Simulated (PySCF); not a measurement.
C3H9AsSi2.
SMILES: `C#C[SiH2][AsH][SiH2]C`

A linear-response calculation (PySCF, def2-SVPD basis, gas phase, vertical, core orbitals frozen in the response) gave these numbers; the functional is withheld.

Orbital energies (eV): HOMO-3 -8.45, HOMO-2 -8.09, HOMO-1 -7.67, HOMO -7.05, LUMO -0.73, LUMO+1 -0.52, LUMO+2 -0.30.

| state | E (eV) | f | main configurations (H = HOMO, L = LUMO) |
| --- | --- | --- | --- |
| S1 | 5.52 | 0.049 | H→L (93%) |
| S2 | 5.62 | 0.0010 | H→L+1 (81%), H-1→L+1 (10%) |
| S3 | 5.84 | 0.012 | H→L+2 (60%), H-1→L+1 (12%), H-1→L (8%) |
| S4 | 5.92 | 0.0042 | H-2→L (57%), H-1→L (9%), H→L+1 (8%) |
| S5 | 5.97 | 0.025 | H-1→L (42%), H-2→L+1 (20%), H-2→L (11%) |
| S6 | 6.05 | 0.022 | H-1→L+1 (43%), H-2→L (15%), H→L+2 (10%) |

Triplets, Tamm–Dancoff:

```json
{"state": "T1", "E (eV)": "4.78", "λ (nm)": "259.1", "main configurations (H = HOMO, L = LUMO)": "H-1→L (30%), H→L (23%), H-2→L+1 (19%)"}
{"state": "T2", "E (eV)": "5.09", "λ (nm)": "243.4", "main configurations (H = HOMO, L = LUMO)": "H→L (45%), H-2→L+1 (29%), H→L+2 (10%)"}
{"state": "T3", "E (eV)": "5.21", "λ (nm)": "237.9", "main configurations (H = HOMO, L = LUMO)": "H-2→L (26%), H-1→L+1 (25%), H→L+1 (18%)"}
{"state": "T4", "E (eV)": "5.26", "λ (nm)": "235.8", "main configurations (H = HOMO, L = LUMO)": "H→L+2 (66%), H-2→L+1 (9%)"}
```

Vertical ionisation energy by ΔSCF with the same functional: 9.00 eV. Mean static polarisability: 125.7 au.

Question: Name the functional.
A. PBE
B. B3LYP
C. wB97X-D
D. HF

Answer: B. B3LYP is a global hybrid with 20% exact exchange. In this run −ε(HOMO) = 7.05 eV differs from the ΔSCF value by -1.95 eV, and S1 differs from the orbital gap of 6.31 eV by -0.80 eV. The ratio −ε(HOMO)/IP is 0.78. Small neutral molecules mostly give 0.67 to 0.83 with B3LYP, 0.5 to 0.7 with PBE, 0.89 to 0.99 with wB97X-D; with Hartree–Fock the ratio is 1 or more (Koopmans' value less the relaxation energy is the ΔSCF value). The other options: PBE, a GGA without exact exchange; HF, time-dependent Hartree–Fock, 100% exact exchange; wB97X-D, range-separated, 22% exact exchange at short range and 100% at long range (ω = 0.2 bohr⁻¹).

Computed, not measured: PySCF, TDDFT B3LYP/def2-SVPD, vertical, gas phase, core orbitals frozen in the response. Isolated species at its PBE0-D3(BJ)/def2-SVP geometry (one conformer only). Relativistic effects, spin–orbit coupling among them, are left out although an element past zinc is present.

The run took 4.6 min of wall time on an x86-64 server with one thread, no GPU (shared host).

The values belong to the conformer `[CH:1]#[C:2][SiH2:3][AsH:4][SiH2:5][CH3:6]`: C2–Si3–As4–Si5 -77°, Si3–As4–Si5–C6 78°.
